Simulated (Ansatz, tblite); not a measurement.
Forces on the cluster Al3Ru at its PBE-D4/def2-SVP geometry. Total charge 0; doublet.

In the def2 sets Ru takes a core potential; there is no spin–orbit coupling. The xTB rows come from tblite. The structure comes from a short search, and lower isomers may exist.

GFN1-xTB (tblite), largest force 4.10 eV/Å:

```xyz
4
positions Å, forces eV/Å
Ru    1.079    0.092   -0.157    4.047    0.343   -0.587
Al   -0.633    1.314   -1.045   -1.556    0.905   -0.636
Al   -0.310   -1.673   -0.567   -1.312   -1.360   -0.274
Al   -0.136    0.268    1.769   -1.179    0.112    1.497
```

GFN2-xTB (tblite), largest force 2.31 eV/Å:

```
Ru 2.275 0.193 -0.330
Al -0.970 0.979 -0.741
Al -0.720 -1.339 -0.371
Al -0.585 0.167 1.442
```

r2SCAN-D4/def2-TZVP (Ansatz), largest force 0.77 eV/Å:

```
Ru -0.763 -0.065 0.111
Al 0.319 -0.299 0.224
Al 0.243 0.412 0.110
Al 0.201 -0.049 -0.445
```
